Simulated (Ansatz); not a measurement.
`OB([SiH3])Cl` + H₂ → `OBCl` + SiH₄ at 298.15 K and 1 bar (hydrogenolysis of a B–Si bond).

Gas-phase electronic energies from Ansatz, PBE0-D4/def2-TZVP geometries. CCSD(T)/CBS adds triple-zeta CCSD(T) − MP2 to the extrapolated MP2 energy (def2 sets, frozen cores). This one scheme is used for every species. One conformer a species, not always the lowest.

```tsv
species	CCSD(T)/CBS energy (Eh)	H − E (kJ/mol)	S (J/(mol·K))
`OB([SiH3])Cl`	-851.31256	136.3	329.3
H₂	-1.17544	35.1	130.4
`OBCl`	-561.03999	87.8	264.5
SiH₄	-291.46306	92.1	204.8
```

H − E and S are ideal-gas, rigid-rotor, harmonic terms from PBE0-D4/def2-TZVP, for one conformer and one mirror image of each species. For small species the MP2-based limit differs from directly extrapolated CCSD(T) by up to some mEh (0.8 for H₂); such offsets cancel only in part. 1 Eh = 2625.50 kJ/mol, R = 8.31446 J/(mol·K).

Question: By hand: ΔE, ΔH, ΔS and ΔG.

Answer: ΔE = (-561.03999) + (-291.46306) − (-851.31256) − (-1.17544) = -0.01505 Eh = -39.5 kJ/mol. Δ(H − E) = 87.8 + 92.1 − 136.3 − 35.1 = 8.5, so ΔH = -31.0 kJ/mol. ΔS = 264.5 + 204.8 − 329.3 − 130.4 = 9.6 J/(mol·K). ΔG = -31.0 − 298.15 × (9.6)/1000 = -33.9 kJ/mol.

Question: By hand: the equilibrium constant, and the temperature at which ΔG would vanish if ΔH and ΔS stayed fixed.

Answer: log₁₀ K = −ΔG/(RT ln 10) = 5.9. ΔH and −TΔS have one sign here, so there is no such temperature.

The number of gas molecules stays the same, so ΔS is small and ΔH decides. A doubt of 5 kJ/mol in ΔE shifts log₁₀ K by 0.9 here. Other conformers and mirror images would add mixing entropy, several J/(mol·K) or more a flexible species. Modes under 60 cm⁻¹, often nearly free rotors, make the harmonic entropy too high. These are equilibria of isolated gas molecules and say nothing of rates. Largest T1 diagnostic: 0.013 (customary marks: 0.02 for closed shells, 0.045 for open ones).

ΔS is within the doubt of such terms, so its sign, and with it that verdict, could turn.
